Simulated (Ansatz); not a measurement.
Two isomers of C2H5NOSi: A = `CO[SiH2]C#N`, B = `OC1=NC[SiH2]1`.

Computed with Ansatz on PBE0-D4/def2-TZVP structures; ΔE is electronic, products minus reactants. CCSD(T)/CBS adds triple-zeta CCSD(T) − MP2 to the extrapolated MP2 energy (def2 sets, frozen cores). Functionals use def2-TZVPP. B3LYP here is the variant with VWN-RPA as its local correlation; programs differ in this. Each species was taken in one conformer, which may not be the lowest.

Problem. Which is lower in electronic energy at CCSD(T)/CBS, and by how much? (Estimate.)

Solution. The calculation gave: A, by 42.0 kcal/mol.

Problem. Give E(B) − E(A) in kcal/mol with HF/def2-TZVPP, CCSD/def2-TZVPP, B2PLYP, CCSD(T)/def2-TZVPP, B3LYP-D4, ωB97M-V, r2SCAN-D4. (An estimate is asked.)

Solution. The calculation gave: HF/def2-TZVPP 53.6, CCSD/def2-TZVPP 45.0, B2PLYP 43.9, CCSD(T)/def2-TZVPP 43.2, B3LYP-D4 41.1, ωB97M-V 39.1, r2SCAN-D4 35.9. None reverses the order clearly.

Largest T1 diagnostic: 0.014.

From PBE to PBE0 (25 % exact exchange), in def2-TZVPP and without D4, E(B) − E(A) moves by +1.6 kcal/mol. The D4 term adds −0.7 kcal/mol with B3LYP and −0.3 kcal/mol with PBE0; it sums over pairs of atoms, weighted by their polarisabilities, and B3LYP, whose exchange is more repulsive, gets the larger term.
